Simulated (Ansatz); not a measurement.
| atom | x (Å) | y (Å) | z (Å) |
| --- | --- | --- | --- |
| C | -0.0042 | -0.0088 | -0.6470 |
| O | -0.0078 | 0.0058 | 0.4859 |

Basis set: cc-pVDZ (spherical functions). Correlated methods keep 2 orbitals frozen. Charge 0, multiplicity 1.

Computed with Ansatz (development build ahead of 0.2.0); each method stands on the lowest determinant of its kind that the runs found. Restricted open shells among the atoms or ions are ROHF, correlated in semicanonical orbitals with singles.

The atomization energy at this shape (free ground-state atoms in the same class of orbitals less the molecule, no zero-point energy) of singlet CO:

| method | atomization energy |
| --- | --- |
| RHF-MP2 | 11.00 eV |

(1) What does RHF give?

Results:

(1) 7.59 eV.
